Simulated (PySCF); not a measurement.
## Correlation energy of Pd+ (palladium, charge +1)

[Kr] 4d9, 2D determinant. All numbers are calculated (PySCF 2.14, scalar relativity by spin-free X2C-1e, in aug-cc-pVTZ-DK). Frozen: [Kr]; 9 electrons correlated.

```csv
level,correlation energy (mhartree)
CCSD,-274.21
(T),-10.15
CCSD(T),-284.36
```

Diagnostics: T1 = 0.0047, D1 = 0.0122, largest double amplitude 0.020.

Q: Is a single reference adequate?

A: Yes, within this model without spin-orbit coupling: T1 lies below 0.03 and no double amplitude reaches 0.07.
